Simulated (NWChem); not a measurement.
System: CH$_{6}$OSi; SMILES C[SiH2]O

NWChem input:

```
start job
memory heap 200 mb stack 900 mb global 1100 mb
geometry units angstroms noautosym nocenter noautoz
  Si     0.454513     0.117796    -0.015507
  C     -0.428052    -1.534413    -0.035444
  O     -0.600271     1.411166    -0.086929
  H      1.321332     0.253785    -1.219278
  H      1.305509     0.196685     1.217545
  H     -1.075346    -1.661045     0.846907
  H      0.304702    -2.357724    -0.032342
  H     -1.052947    -1.636757    -0.936122
  H     -1.157582     1.557909     0.681955
end
basis spherical
  * library def2-svp
end
dft
  xc pbe0
  iterations 150
end
cosmo
  do_cosmo_smd true
  solvent hexane
end
task dft energy
```

Coordinates come from a PBE0/def2-SVP optimisation. Solvent: n-hexane.

Level: PBE0/def2-SVP with SMD (1 M gas to 1 M solution), gas-phase geometry. Reactions with the solvent are ignored.

Task: Give the results of this calculation. (PBE0/def2-SVP, SMD on the gas-phase geometry.) Quantities: solvation free energy (kcal/mol); cavity-dispersion-structure term (kcal/mol); dipole in solution (D).

Result: 
| Item | Result |
|---|---|
| solvation free energy (kcal/mol) | -2.2 |
| cavity-dispersion-structure term (kcal/mol) | -0.8 |
| dipole in solution (D) | 1.92 |
